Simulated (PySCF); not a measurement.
# Reading the logs of faulty runs: C2H10Si2

Calculated results; nothing here was measured. The program is PySCF 2.14.0, an open-source quantum chemistry code, run on an isolated molecule that a program drew, which may never have been made. The molecule is C2H10Si2 (charge 0, singlet), drawn as the SMILES string `C[SiH2][SiH2]C`.

Each row is a Hartree-Fock (HF) and frozen-core CCSD(T) single point in the cc-pV(D+d)Z basis, meant for a local HF minimum. Run 1 is clean. Each other run has one planted mistake out of seven kinds, and not every kind appears here: one electron removed, one electron added, multiplicity raised by two, geometry at a saddle point, minimal basis STO-3G, one bond length entered in bohr, all coordinates scaled. The reference is restricted for singlets and unrestricted otherwise, and also for a bond in bohr. Adding or removing an electron swaps singlet and doublet. Electrons count all cores. HOMO and LUMO are orbital energies over both spins, the gradient is its largest component, and the lowest frequency (negative if imaginary) is given only where the gradient is small. Bond lengths are over the 13 bonds as drawn. T1 is the CCSD diagnostic: over 0.02 (restricted) or 0.045 (unrestricted) a single reference is doubtful.

Geometry of the clean run:
```xyz
14
C2H10Si2, angstrom
C     1.1797    3.6238   -0.2302
Si   -0.3267    2.4822   -0.2143
Si    0.1871    0.2996   -0.9802
C     0.7968    0.2894   -2.7693
H     1.5818    3.7295   -1.2415
H     1.9738    3.2315    0.4108
H     0.9139    4.6203    0.1321
H    -0.8700    2.3961    1.1671
H    -1.3925    3.0615   -1.0760
H    -1.0253   -0.5533   -0.8639
H     1.2320   -0.2906   -0.1005
H     0.0389    0.6988   -3.4425
H     1.7055    0.8878   -2.8781
H     1.0238   -0.7292   -3.0949
```

| run | electrons | basis functions | <S^2> | HOMO (eV) | LUMO (eV) | gradient (hartree/bohr) | lowest frequency (cm^-1) | mean bond (Å) | longest bond (Å) | T1 | HF (hartree) | CCSD(T) (hartree) | mistake |
|---|---|---|---|---|---|---|---|---|---|---|---|---|---|
| 1 | 50 | 124 | 0.000 | -10.31 | 3.66 | 1.5e-05 | 52 | 1.4353 | 2.369 | 0.0101 | -659.44651 | -660.03884 | no fault |
| 2 | 49 | 124 | 0.757 | -17.17 | -7.86 | 9.4e-02 | - | 1.4353 | 2.369 | 0.0142 | -659.11298 | -659.68493 | one electron removed |
| 3 | 50 | 124 | 2.010 | -3.53 | -1.59 | 2.9e-02 | - | 1.4353 | 2.369 | 0.0170 | -659.21380 | -659.80115 | multiplicity raised by two |
| 4 | 51 | 124 | 0.757 | 2.72 | 8.46 | 4.6e-02 | - | 1.4353 | 2.369 | 0.0158 | -659.32790 | -659.94655 | ? |

**Which mistake was planted in run 4, and what did it cost?**

It counts 51 electrons, one more than the clean run, at the same geometry and basis. So the mistake is: one electron added. Subtracting run 1 and multiplying by 627.51 kcal/mol a hartree, the energy moved by 74.4 kcal/mol in HF and 57.9 kcal/mol in CCSD(T).

Cautions from the logs. Run 4: the HOMO is above zero, so the electron isn't bound and the energy depends on the basis.
